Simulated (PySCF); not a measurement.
IK, triplet, at the geometry of the source list (a higher spin typed on purpose: for a closed-shell molecule this is an excited state) (all electrons, no relativity); LC-WPBE/STO-3G in PySCF.

Here is a job for PySCF.
```python
from pyscf import gto, scf, dft

mol = gto.M(
    atom='''
K    -1.05890000   -0.75220000   -0.90220000
I     1.05890000    0.75220000    0.90220000
''',
    basis='sto-3g',
    spin=2,
    verbose=5,
)

mf = dft.UKS(mol)
mf.xc = 'lc_wpbe'
mf.kernel()
mf.analyze()
```

The log (banner, timings and long lists left out):

```
PySCF version 2.14.0

[INPUT] verbose = 5
[INPUT] max_memory = 4000
[INPUT] num. atoms = 2
[INPUT] num. electrons = 72
[INPUT] charge = 0
[INPUT] spin (= nelec alpha-beta = 2S) = 2
[INPUT] symmetry False subgroup None
[INPUT] Mole.unit = angstrom
[INPUT] Symbol           X                Y                Z      unit          X                Y                Z       unit  Magmom
[...]
[INPUT] ---------------- BASIS SET ----------------
[INPUT] l, kappa, [nprim/nctr], expnt,             c_1 c_2 ...
[INPUT] I
[...]
                                1099.316231       0.5353281423
                                297.5178737       0.4446345422
[...]
                                124.0289171       0.3995128261
                                40.33805328       0.7001154689
[...]
                                21.21274175       0.2175436044
                                8.184535234       0.9166769611
[...]
                                2.841021154       0.0576109534
                                1.250624506       1.115578745
[...]
                                0.4253857892      -0.1972567438
                                0.1879003836      1.375495512
[...]
                                124.0289171       0.6076837186
                                40.33805328       0.3919573931
[...]
                                21.21274175       0.5777664691
                                8.184535234       0.4846460366
[...]
                                2.841021154       0.5852047641
                                1.250624506       0.543944204
[...]
                                0.4253857892      0.629032369
                                0.1879003836      0.6662832743
[...]
                                21.21274175       0.6555473627
                                8.184535234       0.286573259
[...]
                                2.841021154       0.6686785577
                                1.250624506       0.3052468245
[INPUT] K
[...]
                                140.5315766       0.5353281423
                                38.03332899       0.4446345422
[...]
                                12.1771071        0.3995128261
                                3.960373165       0.7001154689
[...]
                                1.018782663       0.2255954336
                                0.3987446295      0.900398426
[...]
                                0.1860011465      0.0196064117
                                0.08214006743     1.131034442
[...]
                                12.1771071        0.6076837186
                                3.960373165       0.3919573931
[...]
                                1.018782663       0.5951670053
                                0.3987446295      0.462001012
[...]
                                0.1860011465      0.5715227604
                                0.08214006743     0.5498949471

nuclear repulsion = 168.476908767718
number of shells = 18
number of NR pGTOs = 120
number of NR cGTOs = 40
basis = sto-3g
ecp = {}

******** <class 'pyscf.dft.uks.UKS'> ********
method = UKS
initial guess = minao
damping factor = 0
level_shift factor = 0
DIIS = <class 'pyscf.scf.diis.CDIIS'>
diis_start_cycle = 1
diis_space = 8
diis_damp = 0
SCF conv_tol = 1e-09
SCF conv_tol_grad = None
SCF max_cycles = 50
direct_scf = True
direct_scf_tol = 1e-13
number electrons alpha = 37  beta = 35
XC library pyscf.dft.libxc version 7.1.2
    S. Lehtola, C. Steigemann, M. J. T. Oliveira, and M. A. L. Marques,  SoftwareX 7, 1–5 (2018)
XC functionals = lc_wpbe
    O. A. Vydrov and G. E. Scuseria,  J. Chem. Phys. 125, 234109 (2006)
radial grids:
    Treutler-Ahlrichs [JCP 102, 346 (1995); DOI:10.1063/1.469408] (M4) radial grids

becke partition: Becke, JCP 88, 2547 (1988); DOI:10.1063/1.454033
pruning grids: <function nwchem_prune>
grids dens level: 3
symmetrized grids: False
atomic radii adjust function: <function treutler_atomic_radii_adjust>
small_rho_cutoff = 0
Set gradient conv threshold to 3.16228e-05
atom K rad-grids = 90, ang-grids = [ 50  50  50  50  50  50  50  50  50  50  50  50  50  50  50  50  50  50
  50  50  50  50  50  50  50  50  50  50  50  50  86  86  86  86  86  86
  86  86  86  86  86  86  86  86  86  86 350 350 350 350 350 350 350 350
 350 350 350 350 434 434 434 434 434 434 434 434 434 434 434 434 434 434
 434 434 434 434 434 434 434 350 350 350 350 350 350 350 350 350 350 350]
atom I rad-grids = 95, ang-grids = [ 50  50  50  50  50  50  50  50  50  50  50  50  50  50  50  50  50  50
  50  50  50  50  50  50  50  50  50  50  50  50  86  86  86  86  86  86
  86  86  86  86  86  86  86  86  86  86 350 350 350 350 350 350 350 350
 350 350 350 434 434 434 434 434 434 434 434 434 434 434 434 434 434 434
 434 434 434 434 434 434 434 434 350 350 350 350 350 350 350 350 350 350
 350 350 350 350 350]
tot_boxes 1584, boxes in each direction [10  9 10]
Padding 2 grids
tot grids = 42000
nelec by numeric integration = [35.38655843 35.38655843]
E1 = -10515.229782513738  E2 = 2923.0704680864415  Ecoul = 3130.0853075031523  Exc = -207.01483941671074
init E= -7423.68240565958
cond(S) = 5.462178704132577

  alpha mo_energy =
[-1.15252430e+03 -1.72982788e+02 -1.65364599e+02 -1.65364510e+02
 -1.65364510e+02 -1.27661778e+02 -3.42700739e+01 -3.16420719e+01
 -3.16415918e+01 -3.16415910e+01 -2.31041628e+01 -2.31040878e+01
 -2.31040858e+01 -2.31038849e+01 -2.31038843e+01 -1.29062322e+01
 -1.04548248e+01 -1.04542263e+01 -1.04542263e+01 -6.53334049e+00
 -5.32579770e+00 -5.32399421e+00 -5.32398040e+00 -2.49654393e+00
 -2.49601719e+00 -2.49589706e+00 -2.49469569e+00 -2.49464133e+00
 -1.64807016e+00 -1.06499496e+00 -1.01687561e+00 -1.01687549e+00
 -1.00557180e+00 -6.99587111e-01 -6.93844171e-01 -6.93843032e-01
 -1.11051154e-01  1.04899251e-01  1.04900153e-01  1.47948422e-01]
  beta  mo_energy =
[-1.15252430e+03 -1.72982788e+02 -1.65364599e+02 -1.65364510e+02
 -1.65364510e+02 -1.27661778e+02 -3.42700739e+01 -3.16420719e+01
[...]
converged SCF energy = -7445.7582862103  <S^2> = 2.0009889  2S+1 = 3.0006592
Total Energy =                       -7445.758286210295410
[...]
1 I 3px          0.00001  -0.00003  -0.00004   0.00295   0.00345
1 I 3py          0.00004   0.00003  -0.00003   0.00210  -0.00259
1 I 3pz         -0.00004   0.00002  -0.00003   0.00252  -0.00189
1 I 4px          0.00007  -0.00045   0.00012  -0.01574  -0.01760
1 I 4py          0.00038   0.00034   0.00009  -0.01118   0.01320
1 I 4pz         -0.00040   0.00025   0.00011  -0.01341   0.00966
1 I 5px         -0.00039   0.00437  -0.00612   0.65305   0.73186
1 I 5py         -0.00220  -0.00328  -0.00434   0.46364  -0.54890
1 I 5pz          0.00230  -0.00240  -0.00521   0.55634  -0.40162
1 I 3dxy         0.00002   0.00000   0.00001  -0.00005   0.00000
1 I 3dyz         0.00000   0.00002   0.00001  -0.00004   0.00000
1 I 3dz^2       -0.00002   0.00001  -0.00000   0.00000   0.00000
1 I 3dxz        -0.00001  -0.00000   0.00001  -0.00006  -0.00000
1 I 3dx2-y2     -0.00001  -0.00002   0.00000  -0.00002  -0.00001
1 I 4dxy        -0.00079  -0.00003  -0.00011   0.00103  -0.00000
1 I 4dyz        -0.00008  -0.00078  -0.00023   0.00089  -0.00012
1 I 4dz^2        0.00108  -0.00061   0.00004  -0.00003  -0.00009
1 I 4dxz         0.00063   0.00023  -0.00018   0.00125   0.00004
1 I 4dx2-y2      0.00037   0.00116  -0.00010   0.00037   0.00018
               #36       #37       #38       #39       #40
0 K 1s          -0.00000  -0.00227  -0.00000  -0.00000  -0.00009
0 K 2s          -0.00000  -0.00200  -0.00000  -0.00000   0.00239
0 K 3s          -0.00000  -0.03288  -0.00000  -0.00000  -0.00001
0 K 4s           0.00003   0.97142  -0.00000  -0.00000   0.05856
0 K 2px         -0.00000  -0.00010  -0.00085   0.00512   0.00539
0 K 2py         -0.00003  -0.00007  -0.00481  -0.00383   0.00383
0 K 2pz          0.00003  -0.00008   0.00501  -0.00281   0.00460
0 K 3px          0.00059   0.00149   0.00381  -0.02250  -0.02107
0 K 3py          0.00333   0.00106   0.02153   0.01685  -0.01497
0 K 3pz         -0.00348   0.00127  -0.02242   0.01236  -0.01795
0 K 4px         -0.00631  -0.05281  -0.12142   0.73193   0.66468
0 K 4py         -0.03553  -0.03752  -0.68618  -0.54819   0.47217
0 K 4pz          0.03705  -0.04500   0.71462  -0.40200   0.56631
1 I 1s           0.00000  -0.00008   0.00000   0.00000  -0.00011
1 I 2s           0.00000   0.00061   0.00000  -0.00000   0.00100
1 I 3s          -0.00000  -0.00202  -0.00000   0.00000  -0.00330
1 I 4s          -0.00000   0.00087  -0.00000  -0.00000   0.00039
1 I 5s           0.00000  -0.10743   0.00000   0.00000  -0.02680
1 I 2px          0.00022  -0.00007  -0.00001   0.00002  -0.00000
1 I 2py          0.00122  -0.00005  -0.00004  -0.00001  -0.00000
1 I 2pz         -0.00127  -0.00006   0.00004  -0.00001  -0.00000
1 I 3px         -0.00058   0.00112   0.00010  -0.00052   0.00172
1 I 3py         -0.00326   0.00080   0.00055   0.00039   0.00122
1 I 3pz          0.00340   0.00096  -0.00057   0.00029   0.00147
1 I 4px          0.00307  -0.00253  -0.00024   0.00106  -0.00294
1 I 4py          0.01727  -0.00180  -0.00135  -0.00079  -0.00209
1 I 4pz         -0.01800  -0.00216   0.00141  -0.00058  -0.00251
1 I 5px         -0.12210   0.12954   0.00631  -0.02484   0.06406
1 I 5py         -0.68594   0.09202   0.03561   0.01859   0.04551
1 I 5pz          0.71499   0.11036  -0.03710   0.01365   0.05458
1 I 3dxy         0.00001   0.00017   0.00011   0.00000   0.00035
1 I 3dyz         0.00000   0.00015   0.00001   0.00010   0.00030
1 I 3dz^2       -0.00001  -0.00000  -0.00014   0.00008  -0.00001
1 I 3dxz        -0.00001   0.00021  -0.00008  -0.00003   0.00043
1 I 3dx2-y2     -0.00000   0.00006  -0.00005  -0.00015   0.00012
1 I 4dxy        -0.00016  -0.00346  -0.00198  -0.00007  -0.00650
1 I 4dyz        -0.00002  -0.00295  -0.00020  -0.00197  -0.00554
1 I 4dz^2        0.00022   0.00007   0.00270  -0.00155   0.00014
1 I 4dxz         0.00013  -0.00415   0.00156   0.00058  -0.00780
1 I 4dx2-y2      0.00008  -0.00121   0.00094   0.00294  -0.00227

To work with the spin densities directly, `use mulliken_meta_spin()` only printing them here.

 ** Mulliken spin pop alpha/beta on meta-lowdin orthogonal AOs **
 ** Mulliken Spin Density (per AO)  **
spin_pop of  0 K 1s        0.00001
spin_pop of  0 K 2s        0.00001
spin_pop of  0 K 3s        0.00107
spin_pop of  0 K 4s        0.93091
spin_pop of  0 K 2px      -0.00000
spin_pop of  0 K 2py      -0.00000
spin_pop of  0 K 2pz      -0.00000
spin_pop of  0 K 3px      -0.00119
spin_pop of  0 K 3py      -0.00126
spin_pop of  0 K 3pz      -0.00123
spin_pop of  0 K 4px       0.00989
spin_pop of  0 K 4py       0.00602
spin_pop of  0 K 4pz       0.00794
spin_pop of  1 I 1s        0.00000
spin_pop of  1 I 2s        0.00000
spin_pop of  1 I 3s        0.00000
spin_pop of  1 I 4s        0.00000
spin_pop of  1 I 5s        0.01172
spin_pop of  1 I 2px       0.00000
spin_pop of  1 I 2py       0.00000
spin_pop of  1 I 2pz       0.00000
spin_pop of  1 I 3px       0.00000
spin_pop of  1 I 3py       0.00001
spin_pop of  1 I 3pz       0.00001
spin_pop of  1 I 4px       0.00002
spin_pop of  1 I 4py       0.00030
spin_pop of  1 I 4pz       0.00033
spin_pop of  1 I 5px       0.03147
spin_pop of  1 I 5py       0.47977
spin_pop of  1 I 5pz       0.52420
spin_pop of  1 I 3dxy      0.00000
spin_pop of  1 I 3dyz      0.00000
spin_pop of  1 I 3dz^2    -0.00000
spin_pop of  1 I 3dxz      0.00000
spin_pop of  1 I 3dx2-y2    0.00000
spin_pop of  1 I 4dxy      0.00001
spin_pop of  1 I 4dyz      0.00000
spin_pop of  1 I 4dz^2    -0.00000
spin_pop of  1 I 4dxz      0.00001
spin_pop of  1 I 4dx2-y2    0.00000
 ** Mulliken Spin Density (per atom)  **
spin density of  0 K =      0.95214
spin density of  1 I =      1.04786
 ** Mulliken pop alpha/beta on meta-lowdin orthogonal AOs **
 ** Mulliken pop       alpha | beta **
[...]
In total            37.00000 | 35.00000
 ** Mulliken atomic charges   ( Nelec_alpha | Nelec_beta ) **
charge of  0K =     -0.07265  (    10.01240      9.06025 )
charge of  1I =      0.07265  (    26.98760     25.93975 )
Dipole moment(X, Y, Z, Debye):  1.75957,  1.24996,  1.49916
```
